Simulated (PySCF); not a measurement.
C6H15N, charge -1, doublet, geometry from GFN2-xTB of the parent state (a state made from the parent by changing its charge; the spin is typed, not shown lowest) (a gas-phase anion, which may not be bound at this level); PySCF with DF-B3LYP/def2-SV(P).

Here is a job for PySCF.
```python
from pyscf import gto, scf, dft

mol = gto.M(
    atom='''
C    -1.65734729    1.96293200   -0.08726551
C    -0.58248885    1.15358805   -0.80450976
N     0.23592547    0.36494374    0.10301469
C    -0.50408012   -0.59603970    0.90204749
C    -1.19431138   -1.73832383    0.14501123
C     1.39296132   -0.18535539   -0.58531764
C     2.41612174   -0.79803091    0.36471871
H    -1.22489425    2.47232377    0.76976579
H    -2.06324031    2.70711693   -0.76848101
H    -2.47666120    1.33453075    0.25169408
H    -1.04989212    0.53526331   -1.59167111
H     0.09442522    1.85333510   -1.30480418
H     0.19226591   -1.01977462    1.62811825
H    -1.25382218   -0.03962832    1.46766311
H    -0.47019606   -2.34008150   -0.39900618
H    -1.92648327   -1.35302233   -0.56059299
H    -1.70911395   -2.38175945    0.85417407
H     1.10990088   -0.92862616   -1.35202467
H     1.86994548    0.64990246   -1.10779590
H     2.08029684   -1.75413693    0.75732531
H     3.35000295   -0.96193364   -0.16783802
H     2.60085512   -0.12073685    1.19426353
''',
    basis='def2-sv(p)',
    charge=-1,
    spin=1,
    verbose=4,
)

mf = dft.ROKS(mol)
mf.xc = 'b3lyp'
mf = mf.density_fit(auxbasis='def2-universal-jkfit')
mf.kernel()
mf.analyze()
```

It wrote (shortened):

```
PySCF version 2.14.0

[INPUT] verbose = 4
[INPUT] num. atoms = 22
[INPUT] num. electrons = 59
[INPUT] charge = -1
[INPUT] spin (= nelec alpha-beta = 2S) = 1
[INPUT] symmetry False subgroup None
[INPUT] Mole.unit = angstrom
[INPUT] Symbol           X                Y                Z      unit          X                Y                Z       unit  Magmom
[INPUT]  1 C     -1.657347290000   1.962932000000  -0.087265510000 AA   -3.131932471390   3.709403881145  -0.164907914020 Bohr   0.0
[INPUT]  2 C     -0.582488850000   1.153588050000  -0.804509760000 AA   -1.100744397113   2.179965475071  -1.520303110940 Bohr   0.0
[INPUT]  3 N      0.235925470000   0.364943740000   0.103014690000 AA    0.445834524109   0.689643719474   0.194669550907 Bohr   0.0
[INPUT]  4 C     -0.504080120000  -0.596039700000   0.902047490000 AA   -0.952573371638  -1.126351792368   1.704622707451 Bohr   0.0
[INPUT]  5 C     -1.194311380000  -1.738323830000   0.145011230000 AA   -2.256921415651  -3.284955954505   0.274031509686 Bohr   0.0
[INPUT]  6 C      1.392961320000  -0.185355390000  -0.585317640000 AA    2.632315396913  -0.350270922812  -1.106090035477 Bohr   0.0
[INPUT]  7 C      2.416121740000  -0.798030910000   0.364718710000 AA    4.565808372208  -1.508059858837   0.689218474405 Bohr   0.0
[INPUT]  8 H     -1.224894250000   2.472323770000   0.769765790000 AA   -2.314714664055   4.672014816552   1.454646523159 Bohr   0.0
[INPUT]  9 H     -2.063240310000   2.707116930000  -0.768481010000 AA   -3.898959115063   5.115709584873  -1.452218640829 Bohr   0.0
[INPUT] 10 H     -2.476661200000   1.334530750000   0.251694080000 AA   -4.680211371337   2.521897622310   0.475632878374 Bohr   0.0
[INPUT] 11 H     -1.049892120000   0.535263310000  -1.591671110000 AA   -1.984008567139   1.011501060428  -3.007822478282 Bohr   0.0
[INPUT] 12 H      0.094425220000   1.853335100000  -1.304804180000 AA    0.178437805052   3.502295756043  -2.465722546388 Bohr   0.0
[INPUT] 13 H      0.192265910000  -1.019774620000   1.628118250000 AA    0.363329912990  -1.927094740582   3.076697590906 Bohr   0.0
[INPUT] 14 H     -1.253822180000  -0.039628320000   1.467663110000 AA   -2.369380529105  -0.074886671577   2.773481321027 Bohr   0.0
[INPUT] 15 H     -0.470196060000  -2.340081500000  -0.399006180000 AA   -0.888541778250  -4.422113144161  -0.754012402209 Bohr   0.0
[INPUT] 16 H     -1.926483270000  -1.353022330000  -0.560592990000 AA   -3.640525763857  -2.556841644121  -1.059367218451 Bohr   0.0
[INPUT] 17 H     -1.709113950000  -2.381759450000   0.854174070000 AA   -3.229757281174  -4.500873055095   1.614155055005 Bohr   0.0
[INPUT] 18 H      1.109900880000  -0.928626160000  -1.352024670000 AA    2.097408688614  -1.754849114507  -2.554956339955 Bohr   0.0
[INPUT] 19 H      1.869945480000   0.649902460000  -1.107795900000 AA    3.533684825068   1.228137657081  -2.093430852916 Bohr   0.0
[INPUT] 20 H      2.080296840000  -1.754136930000   0.757325310000 AA    3.931191285398  -3.314838382685   1.431137423101 Bohr   0.0
[INPUT] 21 H      3.350002950000  -0.961933640000  -0.167838020000 AA    6.330588091985  -1.817791129606  -0.317167891089 Bohr   0.0
[INPUT] 22 H      2.600855120000  -0.120736850000   1.194263530000 AA    4.914903866473  -0.228159579643   2.256830992256 Bohr   0.0

nuclear repulsion = 341.017472723266
number of shells = 72
number of NR pGTOs = 228
number of NR cGTOs = 128
basis = def2-sv(p)
ecp = {}

******** <class 'pyscf.df.df_jk.DFROKS'> ********
method = DFROKS
initial guess = minao
damping factor = 0
level_shift factor = 0
DIIS = <class 'pyscf.scf.diis.CDIIS'>
diis_start_cycle = 1
diis_space = 8
diis_damp = 0
SCF conv_tol = 1e-09
SCF conv_tol_grad = None
SCF max_cycles = 50
direct_scf = False
num. doubly occ = 29  num. singly occ = 1
XC library pyscf.dft.libxc version 7.1.2
    S. Lehtola, C. Steigemann, M. J. T. Oliveira, and M. A. L. Marques,  SoftwareX 7, 1–5 (2018)
XC functionals = b3lyp
    P. J. Stephens, F. J. Devlin, C. F. Chabalowski, and M. J. Frisch,  J. Phys. Chem. 98, 11623 (1994)
radial grids:
    Treutler-Ahlrichs [JCP 102, 346 (1995); DOI:10.1063/1.469408] (M4) radial grids

becke partition: Becke, JCP 88, 2547 (1988); DOI:10.1063/1.454033
pruning grids: <function nwchem_prune>
grids dens level: 3
symmetrized grids: False
atomic radii adjust function: <function treutler_atomic_radii_adjust>
small_rho_cutoff = 0
Set gradient conv threshold to 3.16228e-05
tot grids = 245736
******** <class 'pyscf.df.df.DF'> ********
auxbasis = def2-universal-jkfit
init E= -292.564402734475
  HOMO = -0.000102977741079702  LUMO = 0.0293406075354152  gap/eV = 0.80120
cycle= 1 E= -291.959793798353  delta_E= 0.605  |g|= 0.562  |ddm|= 7.24
  HOMO = 0.211137724517668  LUMO = 0.238727117835225  gap/eV = 0.75075
cycle= 2 E= -291.91152714526  delta_E= 0.0483  |g|= 0.728  |ddm|= 4.61
  HOMO = 0.179646240360564  LUMO = 0.21328453756117  gap/eV = 0.91534
cycle= 3 E= -292.059772883689  delta_E= -0.148  |g|= 0.0674  |ddm|= 1.95
  HOMO = 0.17825432442734  LUMO = 0.211526907931346  gap/eV = 0.90539
cycle= 4 E= -292.060468359526  delta_E= -0.000695  |g|= 0.0377  |ddm|= 0.308
  HOMO = 0.177488599032803  LUMO = 0.21133224394914  gap/eV = 0.92093
cycle= 5 E= -292.060790508776  delta_E= -0.000322  |g|= 0.00622  |ddm|= 0.103
  HOMO = 0.177280571182978  LUMO = 0.211186985141266  gap/eV = 0.92264
cycle= 6 E= -292.060797605792  delta_E= -7.1e-06  |g|= 0.00225  |ddm|= 0.0475
  HOMO = 0.177341491940962  LUMO = 0.211166468788884  gap/eV = 0.92042
cycle= 7 E= -292.060799224756  delta_E= -1.62e-06  |g|= 0.000422  |ddm|= 0.0279
  HOMO = 0.17734753694453  LUMO = 0.21118018510984  gap/eV = 0.92063
cycle= 8 E= -292.06079927562  delta_E= -5.09e-08  |g|= 0.000157  |ddm|= 0.0048
  HOMO = 0.177347098174786  LUMO = 0.21118005325468  gap/eV = 0.92064
cycle= 9 E= -292.060799282209  delta_E= -6.59e-09  |g|= 3.12e-05  |ddm|= 0.00078
  HOMO = 0.177347863187127  LUMO = 0.211179825662677  gap/eV = 0.92061
cycle= 10 E= -292.060799282553  delta_E= -3.44e-10  |g|= 1.89e-05  |ddm|= 0.000871
  HOMO = 0.177347988277902  LUMO = 0.211179485022895  gap/eV = 0.92060
Extra cycle  E= -292.060799282385  delta_E= 1.68e-10  |g|= 2.76e-05  |ddm|= 0.000617
converged SCF energy = -292.060799282385
**** SCF Summaries ****
Total Energy =                        -292.060799282385346
Nuclear Repulsion Energy =             341.017472723265996
One-electron Energy =                -1077.242997631051594
Two-electron Energy =                  444.164725625400251
Two-electron Coulomb Energy =          489.467221912961008
DFT Exchange-Correlation Energy =      -45.302496287560778
HOMO-LUMO gap [eV] =                     0.920601917562374
**** MO energy ****
                Roothaan           | alpha              | beta
MO #1   energy= -14.1417225043726  | -14.1417585308378  | -14.1416864779074  occ= 2
MO #2   energy= -10.0314294415961  | -10.031866226578   | -10.030992656615   occ= 2
MO #3   energy= -10.0314154513826  | -10.0318519236786  | -10.0309789790867  occ= 2
MO #4   energy= -10.0268180291415  | -10.02725894926    | -10.0263771090229  occ= 2
MO #5   energy= -10.0077833482888  | -10.0083466280165  | -10.0072200685612  occ= 2
MO #6   energy= -10.007761380252   | -10.0083250864764  | -10.0071976740276  occ= 2
MO #7   energy= -9.99116022886429  | -9.99207884655798  | -9.99024161117061  occ= 2
MO #8   energy= -0.748641736404686 | -0.749125911202044 | -0.748157561727135 occ= 2
MO #9   energy= -0.598504086171718 | -0.599354751320353 | -0.597653421023064 occ= 2
MO #10  energy= -0.582667314485581 | -0.583754433600772 | -0.581580195378428 occ= 2
MO #11  energy= -0.542501871680979 | -0.543617793480437 | -0.541385949568871 occ= 2
MO #12  energy= -0.474804564135525 | -0.476499352005682 | -0.473109776736225 occ= 2
MO #13  energy= -0.444642362318644 | -0.446044319848777 | -0.443240404788697 occ= 2
MO #14  energy= -0.381488069343178 | -0.383101386759813 | -0.379874752188328 occ= 2
MO #15  energy= -0.331223393965738 | -0.332258829604075 | -0.33018795832949  occ= 2
MO #16  energy= -0.325521034151944 | -0.326397978080436 | -0.324644088751794 occ= 2
MO #17  energy= -0.287461869381353 | -0.28840843796145  | -0.286515300801368 occ= 2
MO #18  energy= -0.269457867463515 | -0.270544827757396 | -0.268370906848212 occ= 2
MO #19  energy= -0.257775411442419 | -0.258717365723162 | -0.256833455590716 occ= 2
MO #20  energy= -0.249548297923333 | -0.250438107629558 | -0.248658488217952 occ= 2
MO #21  energy= -0.238796825387622 | -0.23975095234296  | -0.237842698560418 occ= 2
MO #22  energy= -0.215381004896776 | -0.216792062648784 | -0.213969946742147 occ= 2
MO #23  energy= -0.211372968078178 | -0.212406824517044 | -0.210339111637978 occ= 2
MO #24  energy= -0.206631374782837 | -0.207577966567856 | -0.205684784519184 occ= 2
MO #25  energy= -0.187903191254667 | -0.188956783110804 | -0.186849599399484 occ= 2
MO #26  energy= -0.18388004509987  | -0.184748593784318 | -0.183011496415421 occ= 2
MO #27  energy= -0.171999967022234 | -0.173091006500436 | -0.170908927478399 occ= 2
MO #28  energy= -0.167933141319926 | -0.168781143473104 | -0.167085139166513 occ= 2
MO #29  energy= -0.0438110604265876 | -0.044408931800758 | -0.0432131891045527 occ= 2
MO #30  energy= 0.177347988277902  | 0.158940537919036  | 0.195755354337947  occ= 1
MO #31  energy= 0.211179485022895  | 0.205678943522615  | 0.216680025827869  occ= 0
MO #32  energy= 0.223770141723257  | 0.218729471725291  | 0.228810931539476  occ= 0
MO #33  energy= 0.228634331011734  | 0.22448527644391   | 0.232783352456293  occ= 0
MO #34  energy= 0.256884036194496  | 0.253477276433766  | 0.260290795932576  occ= 0
MO #35  energy= 0.25918483542336   | 0.255876825464767  | 0.26249284444887   occ= 0
MO #36  energy= 0.269084081170371  | 0.266336324740848  | 0.271831837565597  occ= 0
MO #37  energy= 0.270590296705406  | 0.268338627228842  | 0.272841955964945  occ= 0
MO #38  energy= 0.286816857143548  | 0.284205787262603  | 0.289427925415833  occ= 0
 ** Mulliken pop on meta-lowdin orthogonal AOs  **
 ** Mulliken pop  **
 ** Mulliken atomic charges  **
charge of    0C =     -0.29073
charge of    1C =     -0.06896
charge of    2N =     -0.23965
charge of    3C =     -0.07313
charge of    4C =     -0.32061
charge of    5C =     -0.06902
charge of    6C =     -0.29075
charge of    7H =      0.05148
charge of    8H =      0.02196
charge of    9H =      0.02740
charge of   10H =      0.00428
charge of   11H =      0.01504
charge of   12H =      0.03591
charge of   13H =      0.03592
charge of   14H =      0.01807
charge of   15H =      0.01815
charge of   16H =      0.00465
charge of   17H =      0.00424
charge of   18H =      0.01502
charge of   19H =      0.02732
charge of   20H =      0.02194
charge of   21H =      0.05147

WARN: System has nonzero charge -1; the dipole moment is origin-dependent.
Location of origin: [0. 0. 0.]

Dipole moment(X, Y, Z, Debye):  0.47414,  0.74675,  0.24939
```
